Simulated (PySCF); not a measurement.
GeH7NSi2, SMILES [NH]1[SiH2][SiH2][GeH2]1. Atoms are numbered in the order given.

```xyz
11

N     -1.3814     0.1770     0.0000
Si    -0.6027     1.7399     0.0000
Si     1.4852     0.6454     0.0000
Ge    -0.0875    -1.1635     0.0000
H     -2.3824     0.0077     0.0000
H     -0.8968     2.5884     1.2015
H     -0.8968     2.5884    -1.2015
H      2.3349     0.7697    -1.2223
H      2.3349     0.7697     1.2223
H     -0.1895    -2.0629    -1.2529
H     -0.1895    -2.0629     1.2529
```
Charge 0, spin multiplicity 1.

The structure is a stationary point at PBE0-D3(BJ)/def2-SVP. The structure was generated by enumeration, and PubChem lists no compound with its InChIKey, so it may never have been made.

Two levels are set side by side: PBE/pcSseg-1 (PySCF) and B3LYP/pcSseg-1 (PySCF). GIAO shifts against GeH4 (⁷³Ge), NH3 (¹⁵N), TMS (²⁹Si), TMS (¹H) at the same level; non-relativistic, no solvent, atoms listed together averaged. Differences are taken from unrounded values.

```
quantity                   PBE
-----------------------  -----
δ(¹⁵N) of N1 (ppm)        32.5
δ(²⁹Si) of Si2 (ppm)     -17.6
δ(²⁹Si) of Si3 (ppm)     -76.6
δ(⁷³Ge) of Ge4 (ppm)     287.1
δ(¹H) of H5 (ppm)        -0.25
δ(¹H) of H6, H7 (ppm)     6.23
δ(¹H) of H8, H9 (ppm)     4.58
δ(¹H) of H10, H11 (ppm)   6.19
```

### Question
These are the PBE values. What does B3LYP give? (The exact figures need the calculation; the answer reports its results.)

### Answer

```json
[
 {"quantity": "δ(¹⁵N) of N1 (ppm)", "B3LYP": "28.6", "PBE minus B3LYP": "3.9"},
 {"quantity": "δ(²⁹Si) of Si2 (ppm)", "B3LYP": "-19.5", "PBE minus B3LYP": "1.8"},
 {"quantity": "δ(²⁹Si) of Si3 (ppm)", "B3LYP": "-68.6", "PBE minus B3LYP": "-8.0"},
 {"quantity": "δ(⁷³Ge) of Ge4 (ppm)", "B3LYP": "270.1", "PBE minus B3LYP": "17.0"},
 {"quantity": "δ(¹H) of H5 (ppm)", "B3LYP": "-0.19", "PBE minus B3LYP": "-0.06"},
 {"quantity": "δ(¹H) of H6, H7 (ppm)", "B3LYP": "5.83", "PBE minus B3LYP": "0.40"},
 {"quantity": "δ(¹H) of H8, H9 (ppm)", "B3LYP": "4.39", "PBE minus B3LYP": "0.20"},
 {"quantity": "δ(¹H) of H10, H11 (ppm)", "B3LYP": "5.88", "PBE minus B3LYP": "0.31"}
]
```

Rough cost on one machine, each run with all the roots and properties that it gave: B3LYP against PBE within a factor of 2.
